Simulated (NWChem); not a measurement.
System: CdNH₂F; SMILES [NH2][Cd][F]

```xyz
5

Cd    -0.0022    -0.0207     0.0144
F      0.0052    -1.9498    -0.0183
N      0.0052     1.9764     0.0497
H     -0.8017     2.3582    -0.4439
H      0.8251     2.3493    -0.4296
```
Atoms are numbered in this order, from 1.

Computed with NWChem. All runs use the structure optimised with PBE0/def2-SVP. def2 effective core potentials on Cd; no spin-orbit coupling. Level MN15/def2-SVP: energy and gradient on several grids; changes count from the extra-fine grid, which is no exact limit either.

```
grid     size of the energy change (μHa)  largest change of a gradient component (μHa/bohr)  time, medium = 1 (rough)
-------  -------------------------------  -------------------------------------------------  ------------------------
xcoarse                            40000                                              10000                   about 1
coarse                              1000                                                800                   about 1
medium                              < 10                                                100                   about 1
fine                                < 10                                               < 30                   about 1
xfine                               < 10                                               < 30                         2
```
